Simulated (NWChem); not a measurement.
System: HfH2Cl2; SMILES [Cl][HfH2][Cl]

Program: NWChem. Coordinates come from a PBE0/def2-SVP optimisation. def2 effective core potentials on Hf; no spin-orbit coupling.

For level Hartree-Fock/def2-SVPD:

```
Property          Result
----------------  ------
orbital gap (eV)   13.09
dipole (D)          0.39
```

Estimate the same quantities for level Hartree-Fock/def2-TZVP.

The orbital gap (eV) is 13.37 and the dipole (D) comes out as 0.26.
